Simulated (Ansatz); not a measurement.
CH8FGeNSi, SMILES `C[N]([GeH3])[SiH2]F` at its PBE0-D4/def2-TZVP geometry, where that method's forces vanish. Charge 0, multiplicity 1.

```xyz
13

C    -1.0144   -0.7788    0.8455
N    -0.1310   -0.0322   -0.0430
Ge    0.5229    1.5529    0.6485
Si    0.4293   -0.7331   -1.4839
F     1.6459   -1.7586   -1.2699
H    -1.8303   -0.1464    1.2124
H    -0.4855   -1.1851    1.7155
H    -1.4705   -1.6194    0.3147
H    -0.6851    2.4402    1.0003
H     1.4109    2.2002   -0.4195
H     1.3243    1.2637    1.9321
H    -0.6587   -1.5409   -2.0856
H     0.9422    0.3376   -2.3671
```

(1) What forces (eV/Å) does r2SCAN-D4/def2-TZVPP give on these atoms in Ansatz? (Estimate.)

Results:

(1) Computed: 
```
C1  -0.151 -0.120  0.161
N2   0.102  0.091 -0.152
Ge3  0.044  0.108  0.042
Si4 -0.007  0.019 -0.090
F5   0.032 -0.036  0.011
H6   0.009 -0.004  0.002
H7  -0.004  0.005 -0.001
H8   0.010  0.012  0.009
H9   0.050 -0.040 -0.014
H10 -0.048 -0.035  0.053
H11 -0.038  0.005 -0.045
H12  0.021  0.021  0.011
H13 -0.019 -0.025  0.013
```
